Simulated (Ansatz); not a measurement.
A structure relaxed at PBE-D4/def2-SVP in Ansatz, charge 1, singlet:

```xyz
7

Bi   -0.868    0.098   -1.501
Ge    0.593   -0.067    1.027
Ge    0.647   -2.239   -0.392
Ge    2.100    0.022   -1.085
Ge   -1.575    1.356    1.125
Ge   -1.624   -1.415    0.974
Ge    0.726    2.244   -0.147
```

(1) Give its formula and point group.

(2) Summarise the bond lengths by kind (pairs closer than 1.2 times the sum of covalent radii, bridged metal pairs left out).

Results:

(1) the cluster Ge₆Bi⁺. Point group C5v (tolerance 0.1 Å).

(2) 10 × Ge–Ge 2.60 to 2.78 Å; 6 × Bi–Ge 2.92 to 3.00 Å.

In the def2 sets Bi takes a core potential; there is no spin–orbit coupling. Another isomer (singlet) lies 0.23 eV lower at PBE0-D4/def2-TZVP; other spin states weren't run for this one.
